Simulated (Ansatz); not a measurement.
Species: [Zn(Cl)(NH2)] (charge 0, multiplicity 1).

Task: Give a relaxed geometry from PBE-D3(BJ)/def2-SVP (Ansatz, a first-principles code).

Result: Several could match; the one computed here: the end point of this relaxation, one of several conformers.
Cartesian coordinates (Å) in one orientation:
```xyz
5

Zn     0.014    -0.101    -0.002
Cl    -0.960    -0.499     1.832
N      0.678     0.335    -1.651
H      0.982    -0.492    -2.184
H      1.507     0.943    -1.593
```
